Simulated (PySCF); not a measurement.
PySCF input for Al(AsH2)2(F) (AlAs₂FH₄), SMILES [AsH2][Al]([F])[AsH2], ωB97X-D3(BJ)/def2-SVP. Geometry optimised at ωB97X-D3(BJ)/def2-SVP. The structure was generated by enumeration; whether it is a known compound was not checked.

```python
import numpy as np
from pyscf import gto, scf, dft, df
from pyscf.hessian import thermo

mol = gto.M(
    atom='''
    Al    0.58689260   -0.09641908    0.30486953
    As   -1.27720404   -1.37666363    1.10583764
    H    -0.46114724   -2.65522534    1.00106215
    H    -1.82037272   -1.49800998   -0.31021661
    As    0.54468633    1.49975129   -1.48574139
    H     1.17654901    2.54800660   -0.58349080
    H    -0.87450021    1.90383385   -1.11533166
    F     2.05810571   -0.34522772    1.06461077
    ''',
    basis='def2-SVP',
    charge=0,
    spin=0,
    max_memory=1600,
    verbose=3,
)
mf = dft.RKS(mol, xc='wb97x-d3bj').density_fit(auxbasis='def2-universal-jkfit')
mf.grids.level = 3
mf.conv_tol = 1e-11
mf.max_cycle = 100
mf.kernel()

# [left out here: the lines that compute and print the analytic Hessian (its translational invariance restored by hand, since the grid's response is missing), thermochemistry and intensities]
```

Log of the run:

```
converged SCF energy = -4815.74279806467

WARN: DFTD3 does not support analytical Hessian, using finite difference


WARN: Mole.unit (angstrom) is changed to Bohr

Mode                                 0                   1                   2
Irrep
Freq [cm^-1]                       67.9072             85.4306            101.7441
Reduced mass [au]                   7.9612              1.1068              1.0759
Force const [Dyne/A]                0.0216              0.0048              0.0066
Char temp [K]                      97.7033            122.9157            146.3872
Normal mode                   x     y     z       x     y     z       x     y     z
       0  Al                 0.07 -0.01  0.04   -0.01  0.03  0.02   -0.02  0.00 -0.01
       1  As                 0.00  0.04 -0.05    0.01 -0.01 -0.00   -0.01 -0.01  0.01
       2   H                -0.02  0.02  0.12   -0.08 -0.03 -0.47    0.16  0.06  0.47
       3   H                 0.16 -0.03 -0.10   -0.23  0.38  0.06    0.24 -0.43 -0.05
       4  As                -0.05 -0.04  0.02   -0.01 -0.01 -0.01    0.01  0.01 -0.01
       5   H                 0.09 -0.03 -0.08    0.44 -0.11 -0.21    0.43 -0.13 -0.13
       6   H                 0.01  0.01  0.19    0.17  0.33  0.28    0.17  0.35  0.26
       7   F                 0.07 -0.01  0.04   -0.02  0.01  0.03   -0.02  0.00 -0.01
Mode                                 3                   4                   5
Irrep
Freq [cm^-1]                      154.2903            171.5479            249.5870
Reduced mass [au]                  15.7902              5.9474             16.1901
Force const [Dyne/A]                0.2215              0.1031              0.5942
Char temp [K]                     221.9894            246.8192            359.1001
Normal mode                   x     y     z       x     y     z       x     y     z
       0  Al                -0.02  0.02  0.04   -0.03  0.11  0.10    0.08 -0.01  0.04
       1  As                -0.03 -0.01 -0.00    0.01 -0.01 -0.01   -0.05 -0.03  0.02
       2   H                -0.05 -0.02 -0.04    0.17  0.09  0.01   -0.11 -0.07  0.03
       3   H                 0.03  0.07 -0.04    0.15 -0.02 -0.06    0.00  0.02 -0.01
       4  As                 0.02 -0.02  0.02    0.00 -0.01 -0.01   -0.00  0.04 -0.04
       5   H                 0.04 -0.03  0.01   -0.08  0.14 -0.12   -0.02  0.09 -0.09
       6   H                 0.02  0.06 -0.05   -0.03 -0.00 -0.16   -0.01 -0.01  0.01
       7   F                 0.09  0.12 -0.13    0.00 -0.10 -0.04    0.09 -0.01  0.05
Mode                                 6                   7                   8
Irrep
Freq [cm^-1]                      446.1456            456.8827            522.8681
Reduced mass [au]                   4.3453              1.0452              1.1621
Force const [Dyne/A]                0.5096              0.1285              0.1872
Char temp [K]                     641.9042            657.3525            752.2908
Normal mode                   x     y     z       x     y     z       x     y     z
       0  Al                -0.06 -0.11  0.09    0.00  0.00  0.00    0.01 -0.04 -0.04
       1  As                 0.02  0.02 -0.01   -0.01 -0.00  0.01   -0.01  0.00  0.01
       2   H                -0.06 -0.04  0.01    0.41  0.27 -0.24    0.46  0.30 -0.25
       3   H                 0.24  0.17 -0.11    0.35  0.16 -0.16    0.23  0.06 -0.10
       4  As                -0.00  0.02 -0.02    0.00  0.00 -0.01   -0.00 -0.00  0.02
       5   H                 0.02 -0.05  0.05   -0.04 -0.35  0.45    0.03  0.37 -0.47
       6   H                 0.00  0.21 -0.23    0.02 -0.21  0.34   -0.02  0.08 -0.22
       7   F                 0.00  0.01 -0.00    0.00 -0.00  0.00   -0.00  0.01  0.01
Mode                                 9                  10                  11
Irrep
Freq [cm^-1]                      573.6745            590.3038            858.8872
Reduced mass [au]                   1.2812              1.0763             18.1120
Force const [Dyne/A]                0.2484              0.2210              7.8721
Char temp [K]                     825.3898            849.3157           1235.7474
Normal mode                   x     y     z       x     y     z       x     y     z
       0  Al                 0.04  0.05 -0.06   -0.01  0.00 -0.01   -0.11  0.02 -0.06
       1  As                -0.01 -0.01  0.01    0.01 -0.00  0.01    0.00  0.00 -0.00
       2   H                -0.24 -0.16  0.06   -0.32 -0.21  0.12   -0.03 -0.02  0.02
       3   H                 0.45  0.29 -0.21    0.41  0.28 -0.19    0.03  0.04 -0.02
       4  As                -0.01 -0.01  0.01    0.01  0.00 -0.00    0.00 -0.00  0.00
       5   H                 0.04 -0.17  0.17   -0.03  0.27 -0.30    0.00  0.02 -0.04
       6   H                -0.00  0.35 -0.42    0.00 -0.37  0.43   -0.01 -0.04  0.04
       7   F                -0.01 -0.01  0.02   -0.04  0.01 -0.02    0.15 -0.02  0.08
Mode                                12                  13                  14
Irrep
Freq [cm^-1]                     1011.8645           1012.1418           2251.0141
Reduced mass [au]                   1.0223              1.0213              1.0195
Force const [Dyne/A]                0.6167              0.6164              3.0436
Char temp [K]                    1455.8477           1456.2467           3238.7081
Normal mode                   x     y     z       x     y     z       x     y     z
       0  Al                -0.00  0.00  0.01   -0.00  0.00 -0.00   -0.00  0.00  0.00
       1  As                 0.00  0.01  0.00    0.00  0.01  0.01    0.00  0.01  0.01
       2   H                -0.19 -0.10 -0.39   -0.22 -0.11 -0.47    0.24 -0.38 -0.01
       3   H                 0.18 -0.42 -0.04    0.21 -0.49 -0.05   -0.30 -0.06 -0.70
       4  As                -0.00  0.01  0.00    0.00 -0.01 -0.00    0.00 -0.00 -0.00
       5   H                 0.47 -0.22 -0.09   -0.40  0.18  0.09    0.13  0.20  0.16
       6   H                -0.18 -0.43 -0.27    0.16  0.36  0.23   -0.33  0.09  0.07
       7   F                 0.00 -0.00 -0.00    0.00 -0.00  0.00    0.00 -0.00 -0.00
Mode                                15                  16                  17
Irrep
Freq [cm^-1]                     2251.5714           2262.2941           2264.1024
Reduced mass [au]                   1.0195              1.0215              1.0216
Force const [Dyne/A]                3.0452              3.0804              3.0854
Char temp [K]                    3239.5100           3254.9375           3257.5392
Normal mode                   x     y     z       x     y     z       x     y     z
       0  Al                 0.00 -0.00 -0.00    0.00  0.00  0.00   -0.00  0.00 -0.00
       1  As                -0.00 -0.00 -0.00   -0.00  0.01 -0.00   -0.01  0.01 -0.00
       2   H                -0.09  0.14  0.00    0.28 -0.45 -0.03    0.36 -0.59 -0.04
       3   H                 0.16  0.03  0.38    0.08  0.02  0.22    0.15  0.04  0.38
       4  As                 0.01 -0.01 -0.01    0.01  0.00  0.00   -0.01 -0.00 -0.00
       5   H                 0.20  0.31  0.25   -0.29 -0.49 -0.40    0.20  0.33  0.27
       6   H                -0.72  0.20  0.16   -0.37  0.11  0.09    0.32 -0.10 -0.08
       7   F                -0.00  0.00  0.00   -0.00 -0.00  0.00    0.00 -0.00  0.00
temperature 298.1500 [K]
pressure 101325.00 [Pa]
Rotational constants [GHz] 3.32992 0.71305 0.59319
Symmetry number 1
Zero-point energy (ZPE) 0.03493 [Eh]   91707.264 [J/mol]
                           tot       elec      trans        rot        vib
Entropy [J/mol/K]       390.183      0.000    174.816    124.738     90.628
Cv [J/mol/K]            103.498      0.000     12.472     12.472     78.555
Cp [J/mol/K]            111.813      0.000     20.786     12.472     78.555
Internal energy [J/mol]                      3718.434   3718.434 105436.371
Internal energy [Eh]   -4815.69981  -4815.74280
Enthalpy [J/mol]                             6197.391   3718.434 105436.371
Enthalpy [Eh]          -4815.69886
Gibbs free energy [J/mol]                  -45923.927 -33472.292  78415.488
Gibbs free energy [Eh] -4815.74317
static polarisability / bohr^3: [[ 76.777  12.428  -7.06 ]
 [ 12.438  85.545 -19.384]
 [ -7.065 -19.385  78.724]]
largest difference of analytic and finite-field dipole derivatives / e: 0.0012727121056756996
mode   freq/cm-1   IR/(km/mol)   Raman/(A^4/amu)   depolarisation
   1       67.91         3.315             2.762            0.403
   2       85.43         2.809             0.476            0.750
   3      101.74         1.054             0.533            0.436
   4      154.29        16.439             0.798            0.750
   5      171.55        29.119             1.111            0.750
   6      249.59         1.178            21.742            0.152
   7      446.15        73.764             3.793            0.750
   8      456.88         0.284             0.991            0.649
   9      522.87         7.480             1.464            0.750
  10      573.67        25.141             1.822            0.750
  11      590.30         6.095             9.088            0.688
  12      858.89       100.597             0.556            0.749
  13     1011.86        39.788            15.483            0.750
  14     1012.14         1.788            50.887            0.749
  15     2251.01        29.590           267.686            0.081
  16     2251.57        87.823            71.609            0.369
  17     2262.29        68.896           149.308            0.749
  18     2264.10       110.151           142.052            0.498
max |gradient| / (hartree/bohr): 0.00015738125978999524
APT charges: [ 1.1968 -0.0198 -0.1298 -0.1156 -0.0195 -0.1292 -0.1155 -0.6676]
```

The calculation finished and met its thresholds.
